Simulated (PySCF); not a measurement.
Ligand-field analysis of CoCl2

The complex CoCl2 (charge 0) contains Co(II), shell d7. The structure is a PBE0-D3(BJ)/def2-TZVP geometry optimised for multiplicity 4; coordination linear, point group D∞h, metal–donor distances 2.09 Å.

```
3

Co    0.000    0.000    0.000
Cl    0.000    0.000    2.092
Cl    0.000    0.000   -2.092
```

Method (PySCF 2.14, density fitting): CASSCF(7,5) with orbitals averaged over all microstates of the shell, strongly contracted NEVPT2 on the averaged canonical orbitals; basis x2c-TZVPall on the metal, x2c-SVPall elsewhere; spin-free X2C; gas phase; spin-orbit coupling by state interaction with the mean-field operator over all roots.

Spin-free states:

```json
{"2S+1": "4", "deg.": "2", "symmetry": "4Φg", "free-ion term": "4F 1.00", "CASSCF / cm⁻¹": "0", "NEVPT2 / cm⁻¹": "0", "f(ED)": "–"}
{"2S+1": "4", "deg.": "2", "symmetry": "4Δg", "free-ion term": "4F 1.00", "CASSCF / cm⁻¹": "738", "NEVPT2 / cm⁻¹": "137", "f(ED)": "0"}
{"2S+1": "4", "deg.": "1", "symmetry": "4Σg-", "free-ion term": "4F 0.96", "CASSCF / cm⁻¹": "1769", "NEVPT2 / cm⁻¹": "1919", "f(ED)": "0"}
{"2S+1": "4", "deg.": "2", "symmetry": "4Πg", "free-ion term": "4F 0.99", "CASSCF / cm⁻¹": "1693", "NEVPT2 / cm⁻¹": "1937", "f(ED)": "0"}
{"2S+1": "4", "deg.": "1", "symmetry": "4Σg-", "free-ion term": "4P 0.96", "CASSCF / cm⁻¹": "16495", "NEVPT2 / cm⁻¹": "12971", "f(ED)": "0"}
{"2S+1": "2", "deg.": "1", "symmetry": "2Σg+", "free-ion term": "2G 0.99", "CASSCF / cm⁻¹": "18145", "NEVPT2 / cm⁻¹": "16196", "f(ED)": "–"}
{"2S+1": "2", "deg.": "2", "symmetry": "2Πg", "free-ion term": "2G 0.97", "CASSCF / cm⁻¹": "18030", "NEVPT2 / cm⁻¹": "16223", "f(ED)": "–"}
{"2S+1": "2", "deg.": "2", "symmetry": "2Δg", "free-ion term": "2G 0.96", "CASSCF / cm⁻¹": "18138", "NEVPT2 / cm⁻¹": "16739", "f(ED)": "–"}
{"2S+1": "2", "deg.": "2", "symmetry": "2Φg", "free-ion term": "2G 0.95", "CASSCF / cm⁻¹": "18310", "NEVPT2 / cm⁻¹": "17181", "f(ED)": "–"}
{"2S+1": "4", "deg.": "2", "symmetry": "4Πg", "free-ion term": "4P 0.99", "CASSCF / cm⁻¹": "20095", "NEVPT2 / cm⁻¹": "17979", "f(ED)": "0"}
{"2S+1": "2", "deg.": "2", "symmetry": "2Γg", "free-ion term": "2G 0.95", "CASSCF / cm⁻¹": "19614", "NEVPT2 / cm⁻¹": "18194", "f(ED)": "–"}
{"2S+1": "2", "deg.": "1", "symmetry": "2Σg-", "free-ion term": "2H 0.96", "CASSCF / cm⁻¹": "21554", "NEVPT2 / cm⁻¹": "18331", "f(ED)": "–"}
{"2S+1": "2", "deg.": "2", "symmetry": "2Πg", "free-ion term": "2P 0.81", "CASSCF / cm⁻¹": "23331", "NEVPT2 / cm⁻¹": "18636", "f(ED)": "–"}
{"2S+1": "2", "deg.": "2", "symmetry": "2Πg", "free-ion term": "2H 0.90", "CASSCF / cm⁻¹": "22066", "NEVPT2 / cm⁻¹": "18944", "f(ED)": "–"}
{"2S+1": "2", "deg.": "2", "symmetry": "2Δg", "free-ion term": "2H 0.94", "CASSCF / cm⁻¹": "23244", "NEVPT2 / cm⁻¹": "20457", "f(ED)": "–"}
{"2S+1": "2", "deg.": "2", "symmetry": "2Δg", "free-ion term": "2D 0.96", "CASSCF / cm⁻¹": "25004", "NEVPT2 / cm⁻¹": "21237", "f(ED)": "–"}
{"2S+1": "2", "deg.": "1", "symmetry": "2Σg-", "free-ion term": "2P 0.97", "CASSCF / cm⁻¹": "25549", "NEVPT2 / cm⁻¹": "21560", "f(ED)": "–"}
{"2S+1": "2", "deg.": "2", "symmetry": "2Φg", "free-ion term": "2H 0.94", "CASSCF / cm⁻¹": "24820", "NEVPT2 / cm⁻¹": "23247", "f(ED)": "–"}
{"2S+1": "2", "deg.": "2", "symmetry": "2Πg", "free-ion term": "2D 0.85", "CASSCF / cm⁻¹": "27856", "NEVPT2 / cm⁻¹": "25092", "f(ED)": "–"}
{"2S+1": "2", "deg.": "1", "symmetry": "2Σg+", "free-ion term": "2D 0.99", "CASSCF / cm⁻¹": "28497", "NEVPT2 / cm⁻¹": "26061", "f(ED)": "–"}
{"2S+1": "2", "deg.": "2", "symmetry": "2Γg", "free-ion term": "2H 0.95", "CASSCF / cm⁻¹": "26663", "NEVPT2 / cm⁻¹": "26283", "f(ED)": "–"}
{"2S+1": "2", "deg.": "2", "symmetry": "2Hg", "free-ion term": "2H 1.00", "CASSCF / cm⁻¹": "28001", "NEVPT2 / cm⁻¹": "27726", "f(ED)": "–"}
{"2S+1": "2", "deg.": "2", "symmetry": "2Πg", "free-ion term": "2F 0.94", "CASSCF / cm⁻¹": "41764", "NEVPT2 / cm⁻¹": "36544", "f(ED)": "–"}
{"2S+1": "2", "deg.": "1", "symmetry": "2Σg-", "free-ion term": "2F 0.97", "CASSCF / cm⁻¹": "41616", "NEVPT2 / cm⁻¹": "36734", "f(ED)": "–"}
{"2S+1": "2", "deg.": "2", "symmetry": "2Δg", "free-ion term": "2F 0.94", "CASSCF / cm⁻¹": "42221", "NEVPT2 / cm⁻¹": "36852", "f(ED)": "–"}
{"2S+1": "2", "deg.": "2", "symmetry": "2Φg", "free-ion term": "2F 0.99", "CASSCF / cm⁻¹": "43483", "NEVPT2 / cm⁻¹": "39050", "f(ED)": "–"}
{"2S+1": "2", "deg.": "1", "symmetry": "2Σg+", "free-ion term": "2D 1.00", "CASSCF / cm⁻¹": "63374", "NEVPT2 / cm⁻¹": "53037", "f(ED)": "–"}
{"2S+1": "2", "deg.": "2", "symmetry": "2Πg", "free-ion term": "2D 0.98", "CASSCF / cm⁻¹": "64397", "NEVPT2 / cm⁻¹": "55303", "f(ED)": "–"}
{"2S+1": "2", "deg.": "2", "symmetry": "2Δg", "free-ion term": "2D 0.98", "CASSCF / cm⁻¹": "69550", "NEVPT2 / cm⁻¹": "62535", "f(ED)": "–"}
```

Energies are counted from the ground state at NEVPT2 level. Weights follow the labels. f(ED) is the electric-dipole oscillator strength from the ground state at the fixed geometry, without vibronic coupling; occupations, where given, run over the ligand-field orbitals from the lowest.

## Magnetism

Degenerate or low-lying orbital states mix with the ground state, so no spin-only Hamiltonian applies. The lowest spin-orbit level is 2-fold, effective g = 0.00, 0.00, 12.00; the next lies at 112.1 cm⁻¹. μeff is 6.41 μB at 300 K and 6.08 μB at 10 K; the spin-only value is 3.88 μB.

```json
{"T / K": "2", "χT / cm³ K mol⁻¹": "4.528", "μeff / μB": "6.02", "χT along axes a, b, c": "0.04 0.04 13.51"}
{"T / K": "5", "χT / cm³ K mol⁻¹": "4.564", "μeff / μB": "6.04", "χT along axes a, b, c": "0.09 0.09 13.51"}
{"T / K": "10", "χT / cm³ K mol⁻¹": "4.624", "μeff / μB": "6.08", "χT along axes a, b, c": "0.18 0.18 13.51"}
{"T / K": "20", "χT / cm³ K mol⁻¹": "4.743", "μeff / μB": "6.16", "χT along axes a, b, c": "0.36 0.36 13.51"}
{"T / K": "30", "χT / cm³ K mol⁻¹": "4.853", "μeff / μB": "6.23", "χT along axes a, b, c": "0.54 0.54 13.49"}
{"T / K": "50", "χT / cm³ K mol⁻¹": "5.002", "μeff / μB": "6.32", "χT along axes a, b, c": "0.85 0.85 13.30"}
{"T / K": "75", "χT / cm³ K mol⁻¹": "5.082", "μeff / μB": "6.38", "χT along axes a, b, c": "1.16 1.16 12.92"}
{"T / K": "100", "χT / cm³ K mol⁻¹": "5.117", "μeff / μB": "6.40", "χT along axes a, b, c": "1.40 1.40 12.56"}
{"T / K": "150", "χT / cm³ K mol⁻¹": "5.152", "μeff / μB": "6.42", "χT along axes a, b, c": "1.75 1.75 11.95"}
{"T / K": "200", "χT / cm³ K mol⁻¹": "5.163", "μeff / μB": "6.43", "χT along axes a, b, c": "2.03 2.03 11.43"}
{"T / K": "250", "χT / cm³ K mol⁻¹": "5.157", "μeff / μB": "6.42", "χT along axes a, b, c": "2.25 2.25 10.98"}
{"T / K": "300", "χT / cm³ K mol⁻¹": "5.136", "μeff / μB": "6.41", "χT along axes a, b, c": "2.43 2.43 10.55"}
```

Axes in the frame of the coordinates: a = (0.12, -0.99, 0.00); b = (0.99, 0.12, 0.00); c = (0.00, 0.00, 1.00).

Powder magnetisation at 2 K: 1.71 μB at 0.5 T, 2.48 μB at 1 T, 2.90 μB at 2 T, 3.00 μB at 3 T, 3.07 μB at 5 T, 3.11 μB at 7 T.

## Spin-orbit levels

| E / cm⁻¹ | deg. | make-up | g (S′ = 1/2) |
| --- | --- | --- | --- |
| 0.0 | 2 | 1.00 4Φg | 0.00 0.00 12.00 |
| 112.1 | 2 | 0.58 4Δg + 0.41 4Φg | 0.00 0.00 9.17 |
| 404.6 | 2 | 0.70 4Δg + 0.26 4Φg + 0.04 4Πg | 0.00 0.00 5.54 |
| 787.6 | 2 | 0.77 4Δg + 0.15 4Φg + 0.07 4Πg | 0.00 0.00 1.88 |
| 834.3 | 2 | 0.59 4Φg + 0.41 4Δg | 0.00 0.00 8.83 |
| 1276.5 | 2 | 0.86 4Δg + 0.11 4Πg | 0.82 0.82 1.67 |
| 1279.7 | 2 | 0.73 4Φg + 0.23 4Δg + 0.03 4Πg | 0.00 0.00 4.60 |
| 1673.8 | 2 | 0.83 4Φg + 0.10 4Δg + 0.05 4Πg | 0.00 0.00 0.47 |
| 2092.0 | 2 | 0.55 4Σg- + 0.36 4Πg + 0.09 4Δg | 1.64 4.74 4.74 |
| 2293.7 | 2 | 0.52 4Σg- + 0.36 4Πg + 0.09 4Δg | 0.00 0.00 4.80 |
| 2592.7 | 2 | 0.93 4Πg + 0.06 4Δg | – |
| 2968.2 | 2 | 0.96 4Πg + 0.04 4Δg | – |
| 3229.5 | 2 | 0.51 4Πg + 0.46 4Σg- + 0.03 4Δg | – |
| 3573.0 | 2 | 0.56 4Πg + 0.42 4Σg- | – |
| 13671.6 | 2 | 0.98 4Σg- | – |
| 13717.2 | 2 | 0.99 4Σg- | – |

Only the lowest levels are listed: 32 of 120 states.

4Δg (137 cm⁻¹) lies within 300 cm⁻¹ of 4Φg at NEVPT2 level, inside the method's error: their order is undecided, and g values and low-temperature moments can hang on it. Gaps between spin states lean to high spin in this active space.

The job took 3.8 s on one thread of Arm Neoverse V2 (shared host), with 84 basis functions, launched as `OMP_NUM_THREADS=1 python lf_run.py task.json out`.
